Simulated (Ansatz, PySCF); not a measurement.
Donor–acceptor adduct: GaH3 (SMILES [GaH3]) (first 4 atoms) with PH3 (SMILES P); geometry from B3LYP-D3(BJ)/def2-TZVP, rigid monomers moved along the line of their centres of mass till Ga1···P5 is 2.31 Å.
(charge 0, multiplicity 1):
```xyz
8

Ga    -0.4614     0.4894     0.7103
H     -1.5394     1.4970     1.2656
H     -0.9507    -0.7987    -0.0558
H      1.0039     1.0125     0.4553
P     -0.0163    -0.5542     2.7265
H      0.9362    -1.5913     2.7701
H      0.4734     0.2121     3.8024
H     -1.0592    -1.2118     3.4080
```

Monomers are frozen at their geometry in the pair; levels with a basis set take the counterpoise correction.

Frozen-core correlation. Filled d and f shells under p-block atoms count as core. CBS: X⁻³ extrapolation of the correlation energy, Hartree–Fock from the larger set.

Run with Ansatz (a first-principles code); PySCF for the dispersion terms. 

The comparison value is -9.45 kcal/mol (CCSD(T)/CBS(def2-SVPD, def2-TZVPPD)). It is a level with limits of its own, not the exact answer.

Question: Order these levels by how close they come to the comparison value for the interaction energy, closest first: PBE-D4/def2-TZVPPD, r2SCAN-D3(BJ)/def2-TZVPPD, B3LYP-D4/def2-TZVPPD. Give each level's value less the comparison value.

Answer: B3LYP-D4/def2-TZVPPD (-3.24 kcal/mol), PBE-D4/def2-TZVPPD (-6.73 kcal/mol), r2SCAN-D3(BJ)/def2-TZVPPD (-7.61 kcal/mol)
